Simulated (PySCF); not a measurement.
Ge(SiH3)2 (GeH6Si2), SMILES [Ge]([SiH3])[SiH3] (connectivity only; charge and spin as stated), neutral, multiplicity 1.

Coordinates come from a B3LYP-D3(BJ)/def2-SVP optimisation. The structure was generated by enumeration; whether it is a known compound was not checked.

All values below come from r2SCAN/def2-TZVPD run with PySCF.

The molecule is in vacuum.

Q: Estimate the frontier levels, gap, dipole moment and polarisability. (An estimate is asked for; the answer gives what the named calculation found.)

A: 
```yaml
highest_occupied_level: -5.89 eV
lowest_empty_level: -4.17 eV
orbital_gap: 1.71 eV
dipole_moment: 0.37 D
quadrupole, principal values (traceless, Buckingham form, about the centre of nuclear charge): -3.07, -2.52, 5.59 D·Å
mean_static_polarisability: 104.5 bohr³ (15.48 Å³)
polarisability_principal_values: 77.2, 108.3, 128.0 bohr³
```
